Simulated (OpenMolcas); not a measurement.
Hf.

* Program: OpenMolcas
* Basis: ANO-RCC-VTZP [8s7p5d3f2g1h]
* Scalar Hamiltonian: DKH2, point nucleus
* Active space: 4 electrons in 9 orbitals (RAS2 5d 6s; RAS3 6p, at most 2 electrons)
* State averaging: 2S+1 = 3 even, 55 roots; 2S+1 = 5 even, 10 roots kept (CI in the orbitals of an earlier block); 2S+1 = 1 even, 50 roots kept (CI in the orbitals of an earlier block, 43 in the spin-orbit step); 2S+1 = 3 odd, 72 roots (47 in the spin-orbit step); 2S+1 = 5 odd, 30 roots kept (CI in the orbitals of an earlier block); 2S+1 = 1 odd, 28 roots kept (CI in the orbitals of an earlier block)
* Spin-orbit coupling: state interaction with AMFI integrals over the reference wave functions, term energies averaged over their components

Two sets of levels on these reference wave functions, in cm-1 above 5d2 6s2 3F2: one from RASSCF and one from MS-RASPT2, IPEA 0.25 Eh, imaginary shift 0.1 Eh (closed shells correlated: 5s 5p).

| Level | Set 1 | Set 2 |
| --- | --- | --- |
| 5d2 6s2 3F2 | 0.0 | 0.0 |
| 5d2 6s2 3F3 | 2300 | 2240 |
| 5d2 6s2 3F4 | 4430 | 4400 |
| 5d2 6s2 3P0 | 5190 | 5860 |
| 5d2 6s2 1D2 [52 %] | 5330 | 5990 |
| 5d2 6s2 3P1 | 6180 | 6800 |
| 5d2 6s2 3P2 [57 %] | 8630 | 9300 |
| 5d 6s2 6p 3F* 2 [58 %] | 11720 | 10130 |
| 5d2 6s2 1G4 | 10980 | 11900 |
| 5d 6s2 6p 3F* 3 [72 %] | 15460 | 13390 |
| 5d3 6s 5F1 | 12870 | 13790 |
| 5d3 6s 5F2 | 13630 | 14530 |
| 5d 6s2 6p 3D* 1 | 15320 | 14890 |
| 5d3 6s 5F3 | 14700 | 15580 |
| 5d2 6s 6p 5G* 3 [56 %] | 19290 | 16450 |
| 5d 6s2 6p 3F* 4 [51 %] | 19020 | 16670 |

Q: Which set is which?

A: Set 1 is MS-RASPT2. Its levels of the other terms of 5d2 6s2 lie at 0.89 to 0.93 of the other set's values, as expected, since terms of lower spin or lower L gain more correlation energy than the Hund ground term. Against 9 measured levels (NIST Handbook of Basic Atomic Spectroscopic Data) the mean absolute deviation is 570 cm-1 with it and 550 cm-1 without; single levels miss by up to 1300 cm-1 with it.

Term energies are means over components that CASPT2 splits; among the terms shown or strongly mixed into the levels shown the widest spread is 720 cm-1 (5d2 6s2 1G, MS-RASPT2). Some high roots are left out of the spin-orbit mixing, which shifts the levels that they would mix with. Terms from blocks run as CI alone lack orbitals of their own. Configurations are named by rounded mean occupations; where the s occupation lies near a half they are strongly mixed, a name can repeat and a true partner stay unpaired. A single d shell beside an s shell can misplace configurations of different d count against each other. Without dynamic correlation excited terms often stand tens of per cent too high (terms of higher spin than the ground term too low), and those without a measured partner can miss by more than the paired ones (holds for RASSCF). Computed and measured levels are paired by configuration, term and J; levels that our copy of the source lacks, or whose pairing is in doubt (as where it misses far off the trend of its configuration), stay unpaired and out of the deviations. Only configurations of the active space appear. Levels that lie high or do not pair safely by name in every column are left out.

A share in square brackets marks a mixed level and gives the weight of the term that names it, the lowest over the columns. * marks odd parity.
